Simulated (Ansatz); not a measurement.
# Molecular dynamics, step by step

C2H4Se (SMILES C#C.[SeH2]), singlet, PBE0-D4/def2-SVP (Ansatz 0.2.0). Settings (timestep in fs, temperature in K; T counts 15 degrees of freedom):

```yaml
hamiltonian: {xc: pbe0, dispersion: d4}
md: {n_steps: 60, timestep: 0.25, temperature: 300, ensemble: nve, seed: 165, initial_velocities: maxwell_boltzmann}
```

Start (the SMILES describes the start alone):

C1  (-0.113, -0.601, -1.606)
C2  (-0.134, 0.592, -1.508)
H3  (-0.094, -1.662, -1.694)
H4  (-0.154, 1.654, -1.421)
Se5  (-0.358, 0.028, 2.517)
H6  (-0.248, -0.071, 1.055)
H7  (1.101, 0.061, 2.657)
(Å)

```tsv
step	time (fs)	potential energy less the start (meV)	kinetic energy (meV)	T (K)
0	0.00	0.0	193.9	300
4	1.00	6.2	187.8	291
8	2.00	34.0	160.0	248
12	3.00	61.5	132.6	205
16	4.00	78.1	115.9	179
20	5.00	84.5	109.6	170
24	6.00	82.5	111.5	173
28	7.00	75.3	118.7	184
32	8.00	69.3	124.7	193
36	9.00	72.9	121.1	187
40	10.00	86.9	107.2	166
44	11.00	100.1	94.0	146
48	12.00	100.2	93.9	145
52	13.00	91.3	102.7	159
56	14.00	87.4	106.6	165
60	15.00	90.5	103.6	160
```

Step 8, positions (Å) and forces (eV/Å):

```json
{"atom": "C1", "x": "-0.114", "y": "-0.612", "z": "-1.602", "Fx": "0.058", "Fy": "1.412", "Fz": "-0.022"}
{"atom": "C2", "x": "-0.130", "y": "0.606", "z": "-1.513", "Fx": "-0.068", "Fy": "-2.054", "Fz": "-0.113"}
{"atom": "H3", "x": "-0.076", "y": "-1.676", "z": "-1.734", "Fx": "-0.009", "Fy": "-0.122", "Fz": "0.061"}
{"atom": "H4", "x": "-0.192", "y": "1.658", "z": "-1.428", "Fx": "0.019", "Fy": "0.762", "Fz": "0.078"}
{"atom": "Se5", "x": "-0.358", "y": "0.029", "z": "2.517", "Fx": "0.477", "Fy": "0.096", "Fz": "1.058"}
{"atom": "H6", "x": "-0.280", "y": "-0.109", "z": "1.093", "Fx": "0.114", "Fy": "-0.089", "Fz": "-0.942"}
{"atom": "H7", "x": "1.132", "y": "0.026", "z": "2.667", "Fx": "-0.592", "Fy": "-0.004", "Fz": "-0.120"}
```

Step 40, positions (Å) and forces (eV/Å):

| atom | x | y | z | Fx | Fy | Fz |
| --- | --- | --- | --- | --- | --- | --- |
| C1 | -0.115 | -0.605 | -1.592 | 0.277 | 0.243 | -0.402 |
| C2 | -0.123 | 0.602 | -1.534 | -0.403 | -0.274 | 0.157 |
| H3 | -0.018 | -1.640 | -1.825 | -0.019 | -0.515 | 0.160 |
| H4 | -0.295 | 1.648 | -1.447 | 0.145 | 0.529 | 0.084 |
| Se5 | -0.357 | 0.032 | 2.521 | -0.950 | -0.094 | -0.944 |
| H6 | -0.356 | -0.278 | 1.030 | 0.125 | 0.220 | 0.999 |
| H7 | 1.065 | -0.115 | 2.648 | 0.826 | -0.108 | -0.053 |

Step 56, positions (Å) and forces (eV/Å):

```tsv
atom	x	y	z	Fx	Fy	Fz
C1	-0.110	-0.590	-1.595	0.419	-3.255	-0.666
C2	-0.127	0.590	-1.542	-0.528	3.039	0.386
H3	0.001	-1.635	-1.820	-0.079	-0.122	0.248
H4	-0.303	1.640	-1.447	0.188	0.317	0.037
Se5	-0.358	0.033	2.522	0.164	0.033	0.296
H6	-0.363	-0.336	1.111	0.003	-0.044	-0.287
H7	1.098	-0.200	2.615	-0.167	0.032	-0.014
```

Last step (60):

```
7
angstrom
C -0.1079 -0.5917 -1.5963
C -0.1285 0.5917 -1.5431
H 0.0042 -1.6414 -1.8140
H -0.3022 1.6555 -1.4454
Se -0.3578 0.0336 2.5221
H -0.3643 -0.3490 1.1352
H 1.1107 -0.2215 2.6057
```

The run took about 43 s on 4 CPU threads of an Arm Neoverse V1 (shared host).
